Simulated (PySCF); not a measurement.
SMILES O[SiH](O)[SiH3], PBE0/def2-SVP optimised geometry.

```
10

Si     0.13    -1.07     0.00
O     -0.52    -1.77    -1.37
O      1.79    -1.07     0.00
Si    -0.73     1.11     0.00
H     -0.22    -1.85     1.22
H     -0.37    -2.72    -1.48
H      2.22    -0.52    -0.67
H     -0.22     1.85    -1.20
H     -2.22     1.12    -0.02
H     -0.26     1.85     1.22
```

Density from PBE0/def2-TZVP in PySCF at that geometry.

Minimum of the electron density along straight lines between bonded atoms, close to the bond critical point (lines longer than 1.1 times the sum of covalent radii, or with two minima, are not listed):

```csv
bond,length / Å,ρ at the minimum / e bohr⁻³,∇²ρ there / e bohr⁻⁵,position (fraction from the first atom)
Si1–O2,1.667,0.133,0.75,0.41
Si1–O3,1.667,0.133,0.75,0.41
Si1–Si4,2.344,0.098,-0.18,0.52
Si1–H5,1.491,0.123,0.13,0.49
O2–H6,0.963,0.354,-2.41,0.81
O3–H7,0.962,0.355,-2.42,0.81
Si4–H8,1.498,0.116,0.15,0.49
Si4–H9,1.495,0.117,0.15,0.49
Si4–H10,1.497,0.117,0.15,0.49
```
